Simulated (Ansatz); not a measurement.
Calculated with Ansatz (gas phase, PBE0-D4/def2-TZVP geometries, no zero-point term in ΔE). CCSD(T)/CBS is the MP2 limit (def2-TZVPP, def2-QZVPP) plus CCSD(T) − MP2 in def2-TZVPP, frozen cores. This one scheme is used for every species. Functionals use def2-TZVPP. Elements past krypton have def2 core potentials. For Ge, I outer-core shells are correlated without core-valence functions, which leaves a few kJ/mol of doubt a bond. Scalar relativity is left out up to krypton. Each species was taken in one conformer, which may not be the lowest.

`[GeH3][S][SiH2]I` + H–F → `F[SiH2][S][GeH3]` + HI  (ligand exchange at the Si–I bond)

```
             level  ΔE (kJ/mol)
            B2PLYP        -62.8
     HF/def2-TZVPP        -75.1
SCS-MP2/def2-TZVPP        -56.5
   CCSD/def2-TZVPP        -61.2
```

Problem. What does CCSD(T)/CBS give? (Estimate.)

Solution. The calculation gave: -47.5 kJ/mol. The listed levels differ from it by -15.3, -27.6, -9.0, -13.7 kJ/mol.

Largest T1 diagnostic among the species: 0.012.

From r2SCAN to r2SCAN0 (25 % exact exchange), in def2-TZVPP and without D4, ΔE moves by +3.6 kJ/mol. In def2-TZVPP, CCSD(T) changes the Hartree–Fock value by +17.6 kJ/mol (the triples alone add +3.8 kJ/mol) and MP2 by +28.8 kJ/mol. The D4 term adds +9.5 kJ/mol with B3LYP and +5.2 kJ/mol with PBE0; it sums over pairs of atoms, weighted by their polarisabilities, and B3LYP, whose exchange is more repulsive, gets the larger term.

CCSD(T)/CBS has its own doubt, a few kJ/mol and more with outer-core shells, so smaller differences from it don't rank the levels.

B3LYP here is the variant with VWN-RPA as its local correlation; programs differ in this.
